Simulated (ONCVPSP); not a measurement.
# Pseudopotentials across the periodic table

Generated with ld1.x 7.5 (TM, RRKJ, ultrasoft, PAW), atompaw 4.2 or ONCVPSP 4.0.1. The cutoff is in Ry: for ld1.x and atompaw files where the sum of valence levels is converged to 10 mRy in a Bessel basis, for ONCV files where the hardest occupied wave has 1 mHa per electron of residual kinetic energy. The error is the largest all-electron minus pseudo excitation energy over each file’s own four to seven test configurations (ionisations up to +4, promotions, holes and added fractions of an electron), all of which were solved. The labels leave out finer settings (local radius, basis sizes, second energies), which also bear on the numbers. Spin-polarised tests are not counted. The rows are a selection from randomly drawn settings: files with unsolved tests, undetermined cutoffs or missed reference levels are left out.

A true bound ghost makes a file unfit for plane-wave use even where its test errors are small: the radial tests pick states by their node count and pass the ghost by.

```tsv
element	potential	cutoff (Ry)	largest error (meV)	bound ghosts
S	ONCV, PBE, non-relativistic, rc 1.25/1.45/1.55 (spd), local s, core correction yes, reference 3s2 3p4, qcut 5.8/6.7/4.6, projectors 0/2/2	90	+74	none
Mo	ONCV, LDA (Perdew-Wang 92), scalar-relativistic, rc 3.05/3.30/1.50 (spd), local smoothed, core correction yes, reference 4d5 5p1, qcut 2/3/6.6, projectors 2/2/3	39	-283	s
Ru	ONCV, PBE, scalar-relativistic, rc 1.80/1.50/2.25 (spd), local smoothed, core correction yes, reference 4s2 4p6 4d7 5s1, qcut 7.5/7.1/5.8, projectors 3/2/2	35	+73	none
Sn	ONCV, LDA (Perdew-Wang 92), scalar-relativistic, rc 2.05/2.60/1.20 (spd), local smoothed, core correction no, reference 4d10 5s2 5p2, qcut 3.4/2.7/12.1, projectors 2/2/3	92	-27	s, p
```

Question: Fill in the row for Au: ONCV, PBE, fully relativistic, rc 1.50/1.25/1.30 (spd), local smoothed, core correction no, reference 5s2 5p6 5d10 6s0.5, qcut 6.7/6.6/7.2, projectors 2/2/2.

Answer: cutoff 213 Ry, largest error -38 meV, bound ghosts: none.

Question: Fill in the row for O: ONCV, PBEsol, scalar-relativistic, rc 0.90/1.35 (sp), local smoothed, core correction yes, reference 2s2 2p4, qcut 6.6/10.4, projectors 1/2.

Answer: cutoff 288 Ry, largest error +400 meV, bound ghosts: none.
